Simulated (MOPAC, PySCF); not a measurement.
C4H4O2, SMILES `o1cccc1O` (H–O–C–O torsion 180°), neutral singlet in the gas phase. 

Cartesian coordinates (Å):
```xyz
10

O      2.1174    -0.0936    -0.7349
C      0.8432    -0.0573    -0.3214
C      0.1955     0.5208     0.7187
C     -1.1810     0.1439     0.5491
C     -1.2385    -0.6160    -0.5614
O      0.0099    -0.7451    -1.1058
H      2.6575     0.4186    -0.1260
H      0.6280     1.1270     1.4953
H     -2.0099     0.4120     1.1813
H     -2.0305    -1.1196    -1.0840
```
Charge 0, multiplicity 1.

All levels are single points at this geometry (M06-2X/def2-TZVP); Pople sets use spherical d functions. Orbital energies aren't observables, and empty levels follow the basis.

```csv
level,HOMO (eV),LUMO (eV),gap (eV),dipole (D),"vertical IE, Delta-SCF (eV)"
M06-2X/def2-TZVP in PySCF,-7.21,1.36,8.57,1.97,8.40
PBE-D3(BJ)/def2-TZVP in PySCF,-4.94,-0.22,4.72,1.83,–
B3LYP/3-21G in PySCF,-5.57,1.11,6.67,2.17,–
B3LYP/6-311+G** in PySCF,-5.93,-0.35,5.58,2.11,–
M06-2X/6-31G* in PySCF,-6.92,2.21,9.13,1.99,–
HF/6-31G* in PySCF,-8.10,5.18,13.29,2.23,7.00
HF/STO-3G in PySCF,-6.44,8.29,14.73,1.67,–
PM6 in MOPAC,-9.19,0.61,9.80,1.49,–
PM7 in MOPAC,-9.21,0.57,9.78,1.30,–
```
